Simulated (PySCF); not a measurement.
PySCF job for TaOF3, SMILES [O]=[Ta]([F])([F])[F], multiplicity 1, C-PCM-M06-2X/def2-SVP. Geometry optimised at B3LYP-D3(BJ)/def2-SVP. The spin state was assumed, not searched. The isomer is the one that the SMILES or the coordinates give; other isomers of the formula were not compared. The def2 effective core potentials stand for the cores of Ta; spin–orbit coupling is left out.

```python
import numpy as np
from pyscf import gto, scf, dft
from pyscf.solvent import pcm

mol = gto.M(
    atom='''
    Ta    0.00000000    0.00000000   -0.01013572
    O     0.00000001    0.00000002   -1.72826244
    F    -1.55867189    0.89989963    0.53948175
    F     1.55867188    0.89989962    0.53948177
    F    -0.00000002   -1.79979927    0.53948174
    ''',
    basis='def2-SVP',
    ecp={'Ta': 'def2-svp'},
    charge=0,
    spin=0,
    max_memory=1600,
    verbose=3,
)
mf = dft.RKS(mol, xc='m06-2x').density_fit(auxbasis='def2-universal-jkfit')
mf.grids.level = 4
mf.conv_tol = 1e-9
mf.max_cycle = 100
mf.kernel()
res = {}
for name, eps in {'water': 78.355, 'ethylethanoate': 5.9867, '1-octanol': 9.8629}.items():
    s = mf.PCM()
    s.with_solvent.method, s.with_solvent.eps, s.with_solvent.lebedev_order = 'C-PCM', eps, 29
    s.kernel(mf.make_rdm1())
    res[name] = (s.e_tot, eps, s.dip_moment(), s.mo_energy, s.converged)
    print(f'{name}: electrostatic solvation free energy {(s.e_tot - mf.e_tot) * 627.509474:.3f} kcal/mol')
```

Output:

```
converged SCF energy = -431.500444874962

WARN: PCM is an experimental feature. It is still in testing.
Features and APIs may be changed in the future.

converged SCF energy = -431.515721506787
Dipole moment(X, Y, Z, Debye):  0.00000, -0.00002,  2.31182
water: electrostatic solvation free energy -9.586 kcal/mol

WARN: PCM is an experimental feature. It is still in testing.
Features and APIs may be changed in the future.

converged SCF energy = -431.513159804325
Dipole moment(X, Y, Z, Debye):  0.00000, -0.00003,  2.21084
ethylethanoate: electrostatic solvation free energy -7.979 kcal/mol

WARN: PCM is an experimental feature. It is still in testing.
Features and APIs may be changed in the future.

converged SCF energy = -431.514240893929
Dipole moment(X, Y, Z, Debye):  0.00000, -0.00003,  2.25288
1-octanol: electrostatic solvation free energy -8.657 kcal/mol
```

The run converged.
